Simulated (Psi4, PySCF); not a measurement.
Input for Psi4:
```
memory 2 GB

molecule mol {
-1 2
  Si    0.003656    0.070023   -0.005306
  Cl    2.267951   -0.189573    0.069966
  Cl   -2.275868    0.037939   -0.058476
  H     0.011046    0.895508    1.195481
  H     0.072362    0.701955   -1.316531
}

set basis cc-pvdz
set reference uhf
set freeze_core true
set mp2_type conv
set scf_type pk
set puream true
set d_convergence 1e-8

energy('mp2')
print_variables()
```

Task: Give the equivalent PySCF input.

Result: Several could match; the one computed here: 
```python
from pyscf import gto, scf, mp

mol = gto.Mole()
mol.atom = '''
    Si    0.003656    0.070023   -0.005306
    Cl    2.267951   -0.189573    0.069966
    Cl   -2.275868    0.037939   -0.058476
    H     0.011046    0.895508    1.195481
    H     0.072362    0.701955   -1.316531
'''
mol.basis = 'cc-pvdz'
mol.charge = -1
mol.spin = 1
mol.verbose = 3
mol.build()

mf = scf.UHF(mol)
mf.kernel()

pt = mp.MP2(mf, frozen=15)
pt.kernel()
print('E(MP2) = %.10f' % pt.e_tot)
```

Both were run: Psi4 gave -1209.557693 Eh and PySCF -1209.557693 Eh, 0.000 mEh apart.
